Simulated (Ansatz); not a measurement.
`[AlH2]/[N]=C\S` + H₂Se → `[AlH2]/[N]=C\[SeH]` + H₂S  (substitution at a C–S bond)

Computed with Ansatz on PBE0-D4/def2-TZVP structures; ΔE is electronic, products minus reactants. CCSD(T)/CBS is the MP2 limit (def2-TZVPP, def2-QZVPP) plus CCSD(T) − MP2 in def2-TZVPP, frozen cores. This one scheme is used for every species. Double bonds are as drawn, so ΔE can hold a change between cis and trans. For Se outer-core shells are correlated without core-valence functions, which leaves a few kJ/mol of doubt a bond. Scalar relativity is left out up to krypton. One conformer a species, not always the lowest.

```csv
species,HF/def2-QZVPP energy (Eh)
`[AlH2]/[N]=C\S`,-734.17484
H₂Se,-2401.05204
`[AlH2]/[N]=C\[SeH]`,-2736.50629
H₂S,-398.71944
```

Task: Work out ΔE.

Result: ΔE = (-2736.50629) + (-398.71944) − (-734.17484) − (-2401.05204) = 0.00115 Eh = +3.0 kJ/mol. CCSD(T)/CBS gives -0.5 kJ/mol.

Task: What do rigid-rotor, harmonic-oscillator terms from PBE0-D4/def2-TZVP frequencies (298.15 K, 1 bar) make of the CCSD(T)/CBS value? (An estimate is asked.)

Result: Ansatz gave: ΔZPE = -0.1 kJ/mol, ΔH = +0.1 kJ/mol, ΔS = 0 J/(mol·K), ΔG = -0.1 kJ/mol.

Largest T1 diagnostic among the species: 0.015.

From BLYP to BHLYP (50 % exact exchange), in def2-TZVPP and without D4, ΔE moves by +3.0 kJ/mol. In def2-TZVPP, CCSD(T) changes the Hartree–Fock value by −5.4 kJ/mol (the triples alone add −0.3 kJ/mol) and MP2 by −6.5 kJ/mol. Leaving LDA and LC-ωPBE aside and taking each functional with its dispersion term where it has one, the values, not all of them listed here, spread over 4.8 kJ/mol, from BLYP-D4 to B97M-V. LDA lies +3.4 kJ/mol from PBE without D4.
